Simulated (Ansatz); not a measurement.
`CO[SiH2][SiH2]N` + CH₃NH₂ → `CN[SiH2]OC` + `N[SiH3]`  (cleavage of the Si–Si bond)

Calculated with Ansatz (gas phase, PBE0-D4/def2-TZVP geometries, no zero-point term in ΔE). CCSD(T)/CBS is the MP2 limit (def2-TZVPP, def2-QZVPP) plus CCSD(T) − MP2 in def2-TZVPP, frozen cores. This one scheme is used for every species. Functionals use def2-TZVPP. Each species was taken in one conformer, which may not be the lowest.

| level | ΔE (eV) |
| --- | --- |
| r2SCAN-D4 | -0.78 |
| ωB97X-V | -0.81 |
| ωB97M-V | -0.88 |
| PBE0 | -0.70 |
| CCSD/def2-TZVPP | -0.86 |
| CCSD(T)/def2-TZVPP | -0.84 |
| SCS-MP2/def2-QZVPP | -0.93 |
| HF/CBS(def2) | -0.98 |

Question: What does CCSD(T)/CBS give? (An estimate is asked.)

Answer: The calculation gave: -0.84 eV. The listed levels differ from it by 0.06, 0.03, -0.04, 0.14, -0.02, 0.00, -0.09, -0.14 eV.

Largest T1 diagnostic among the species: 0.011.

In def2-TZVPP, CCSD(T) changes the Hartree–Fock value by +0.13 eV (the triples alone add +0.02 eV) and MP2 by +0.04 eV. From PBE to PBE0 (25 % exact exchange), in def2-TZVPP and without D4, ΔE moves by −0.06 eV.
